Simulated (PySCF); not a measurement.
## Working out the excitation energy of Se⁺

Se⁺ [Ar] 3d10 4s2 4p3 (4S) → Se⁺ [Ar] 3d10 4s1 4p4 (4P). Calculation: PySCF 2.14, in x2c-TZVPPall; the spin-free X2C one-electron Hamiltonian (Gaussian nucleus). Frozen: [Ar] 3d10. Energies in hartree (1 hartree = 27.21139 eV):

```csv
part,Se⁺ (lower),Se⁺ (upper)
UHF,-2427.752446,-2427.351472
CCSD correlation,-0.089656,-0.106076
(T),-0.002538,-0.006485
```

Q: What does Hartree-Fock give?

A: (-2427.351472) − (-2427.752446) = 0.400974 hartree = 10.911 eV.

Q: What do CCSD and CCSD(T) give?

A: The CCSD correlation energies differ by -0.016420 hartree = -0.447 eV and the triples by -0.003947 hartree = -0.107 eV, so CCSD gives 10.464 eV and CCSD(T) 10.357 eV.

Measured between the centres of the two terms (NIST): 10.523 eV, so CCSD(T) (valence) is off by -0.166 eV.

The coupled-cluster amplitudes are large, so a single reference is strained.

What remains against the reference includes basis incompleteness, the frozen core and higher excitations.
